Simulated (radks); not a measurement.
Q: Dipole-allowed excitations along the series with 10 electrons in [Ne]. Method: scalar-relativistic Kohn-Sham, exchange-only LDA, spin-unpolarised, spherical densities, finite nucleus; Fermi nuclear charge, rms radius of each element as measured or else 0.836 A^(1/3) + 0.57 fm; computed with a radial shooting solver on a logarithmic mesh with Libxc functionals. Time-dependent linear response with the Hartree and adiabatic exchange-only LDA kernel, continuum included through the Sternheimer equations, no spin-orbit coupling, so fine structure and intercombination lines are absent. Lines are the poles of the dipole polarisability below minus the highest occupied eigenvalue, found on a grid refined at the orbital gaps; the lowest seven at most are given, and weak or close lines can be missed. The first line takes the name of the lowest orbital gap if no other gap lies below it; otherwise a line is named after a gap within 0.6 % of it, if that gap stands alone.

species  -e(HOMO) (eV)  lowest orbital gap (eV)  first line (eV)      f  strongest line (eV)  its f  static alpha (bohr^3)
Cr14+           968.74             2p-3s 574.54   576.08 (2p-3s)  0.188  655.09 (unassigned)   2.51               0.008501
Mn15+           1088.9             2p-3s 643.07   644.76 (2p-3s)  0.187  729.79 (unassigned)   2.59               0.006940
Fe16+           1216.1             2p-3s 715.39   717.24 (2p-3s)  0.186  808.39 (unassigned)   2.66               0.005722
Co17+           1350.1             2p-3s 791.51   793.54 (2p-3s)  0.185  890.89 (unassigned)   2.73               0.004759
Cu19+           1639.1             2p-3s 955.14   957.57 (2p-3s)  0.183  1067.7 (unassigned)   2.84               0.003372

Estimate the first line of Ni18+, its oscillator strength and the static polarisability.

A: 873.64 eV (2p-3s), f = 0.184, alpha = 0.003991 bohr^3.
